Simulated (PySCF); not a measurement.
**Mo²²⁺: ionisation energy**

Mo²²⁺ [Ar] 3d2 (3F) → Mo²³⁺ [Ar] 3d1 (2D), as a difference of total energies. All numbers are calculated (PySCF 2.14, the non-relativistic Hamiltonian (point nucleus), in an even-tempered Gaussian basis (17 s from 2.5 bohr⁻², ratio 2.5; 11 p from 3.2 bohr⁻², ratio 2.5; 8 d from 3.2 bohr⁻², ratio 2.5; 4 f from 11 bohr⁻², ratio 2.7; 3 g from 17 bohr⁻², ratio 2.7)). Correlated levels: outer shells: [Ne] frozen; virtual orbitals above 40 to 60 times the deepest correlated orbital energy dropped. The calculations carry no spin-orbit coupling.

```
                method  ionisation energy (eV)
                   UHF                  1019.6
                   LDA                  1019.7
                   PBE                  1020.0
                  PBE0                  1020.3
                r2SCAN                  1021.2
                  BLYP                  1020.2
                 B97-3                  1020.3
    MP2 (outer shells)                  1019.6
SCS-MP2 (outer shells)                  1019.5
```

A first-order spin-orbit estimate (lowest level to lowest level, LS coupling) adds 0.776 eV.

All relativistic terms are absent from these numbers, so their closeness to the reference says little about the methods.

For comparison: 1019 ± 4 eV (theoretical estimate listed by NIST; NIST Atomic Spectra Database, ionization energies).
